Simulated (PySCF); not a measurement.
All values below come from PBE-D3(BJ)/def2-TZVP // TPSS-D3(BJ)/def2-SVP in PySCF. All species are isolated molecules in the gas phase. One relaxed conformer stands for a flexible species; it need not be the lowest. 

Reference species: [Zr(Cl)(NH2)3] (neutral, multiplicity 1).

```yaml
HOMO–LUMO gap: 4.55 eV
coordination_number: 4
charge on the central atom (Mulliken): 1.41 e
```

Changed species: [Zr(Cl)2(NH2)2] (2 of 4 Cl replaced by NH2; the reference has 3 of 4 Cl replaced by NH2).

Question: Predict the effect on the HOMO–LUMO gap, coordination number and charge on the central atom (Mulliken).

Answer: the HOMO–LUMO gap falls by 0.80 eV, to 3.75 eV; the coordination number hardly moves; the charge on the central atom (Mulliken) decreases by 0.06 e, to 1.35 e.
